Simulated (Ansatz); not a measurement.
F3ITi (`[F][Ti]([F])([F])[I]`). Total charge 0; spin multiplicity 1. I takes the def2 core potential.

```xyz
5

F     1.774   -0.214   -0.188
Ti    0.089    0.074    0.115
F    -0.338   -0.564    1.672
F    -0.223    1.781    0.082
I    -1.303   -1.077   -1.682
```

What are the harmonic wavenumbers in cm⁻¹ at PBE0-D4/def2-TZVP (Ansatz, finite differences of forces, unscaled)? (An estimate is asked.)

The calculation gave: 132, 132, 164, 205, 205, 332, 747, 808, 808.

Is this a minimum?

Yes, all 9 modes are real.

Give the ideal-gas thermochemistry at 298.15 K and 1 bar (rigid rotor, harmonic oscillator; point group C3v, symmetry number 3).

Zero-point energy 21.1 kJ/mol; H(298) − E = 40.8 kJ/mol; entropy 350.0 J/(mol·K), of which translation 176.8, rotation 112.8, vibration 60.3; G(298) − E = -63.6 kJ/mol.
